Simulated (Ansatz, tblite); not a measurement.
Forces on the cluster As3S3 at its PBE0-D4/def2-SVP geometry. Charge 0, multiplicity 2.

The xTB rows come from tblite. The structure comes from a short search, and lower isomers may exist.

GFN1-xTB (tblite), largest force 0.75 eV/Å:

```xyz
6
positions Å, forces eV/Å
As    1.736    0.331   -0.319   -0.675   -0.011    0.201
As   -0.345    1.441   -1.014    0.187   -0.472    0.489
As   -1.093   -1.514    0.852    0.277    0.111   -0.652
S    -1.869   -0.201   -0.764    0.589    0.010    0.458
S     0.551    1.686    1.043    0.089   -0.210   -0.603
S     1.020   -1.743    0.201   -0.467    0.573    0.106
```

GFN2-xTB (tblite), largest force 0.47 eV/Å:

```
As -0.166 0.359 0.041
As 0.327 0.096 0.205
As -0.047 -0.155 -0.108
S 0.036 -0.113 0.180
S 0.038 -0.194 -0.422
S -0.188 0.007 0.105
```

r2SCAN-D4/def2-TZVP (Ansatz), largest force 0.25 eV/Å:

```
As -0.079 0.047 0.126
As 0.010 -0.001 0.155
As 0.085 0.043 -0.186
S 0.015 -0.053 0.091
S 0.060 -0.039 -0.242
S -0.091 0.004 0.056
```
